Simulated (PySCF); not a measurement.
## Magnetisability: C₄H₅OP₃

Geometry (Å), atoms numbered from 1 in this order:
```xyz
13

C    -2.2762   -0.2545   -0.0558
O    -1.0967   -0.8319   -0.5667
C     0.0355   -0.3115   -0.0429
P     0.4199    1.3768    0.5926
C     2.0249    1.4580   -0.2627
P     2.7309    0.0275   -0.7850
C     1.3537   -0.9845   -0.0587
P     0.7363   -0.5239    1.6835
H    -2.2948    0.8240   -0.2577
H    -2.3398   -0.4146    1.0277
H    -3.1070   -0.7433   -0.5588
H     2.4586    2.4282   -0.4486
H     1.3504   -2.0498   -0.2847
```

Theory: GIAO B3LYP/pcSseg-1 magnetisability, rotational g tensor and spin-rotation constants, non-relativistic, gas phase (PySCF 2.14.0). Geometry: GFN2-xTB.

The bonding changed while the geometry was optimised; results refer to the coordinates, not to the name.

How diamagnetic is it, and how anisotropic?

Isotropic -1504 × 10⁻³⁰ J/T², or -90.6 × 10⁻⁶ cm³/mol; principal values -1675, -1446, -1391 × 10⁻³⁰ J/T², anisotropy 261 × 10⁻³⁰ J/T² (root of half the summed squared differences of the principal values). The susceptibility is in cgs units.

Split it along the inertial axes a, b, c into diamagnetic and paramagnetic parts about the centre of mass, with the quadrupole moment.


| axis | χ (10⁻⁶ cm³/mol) | diamagnetic (10⁻⁶ cm³/mol) | paramagnetic (10⁻⁶ cm³/mol) | summed x² of all electrons (Å²) | quadrupole Θ (D Å) |
| --- | --- | --- | --- | --- | --- |
| a | -92.5 | -634.9 | 542.4 | 214.8 | +4.52 |
| b | -86.7 | -1212.7 | 1126.0 | 78.6 | -1.29 |
| c | -92.5 | -1244.4 | 1152.0 | 71.1 | -3.23 |

Anisotropies 2χaa − χbb − χcc = -5.9 and 2χbb − χaa − χcc = +11.6 × 10⁻⁶ cm³/mol. Θ is traceless in Buckingham's convention.

And the rotational g tensor?


```csv
axis,rotational constant (GHz),g,nuclear part,electronic part
a,2.1719,-0.0314,0.5221,-0.5534
b,1.0508,-0.0164,0.5395,-0.5559
c,1.0244,-0.0126,0.5418,-0.5544
```
Asymmetric top; isotopes 12C, 1H, 16O, 31P; no vibrational averaging.
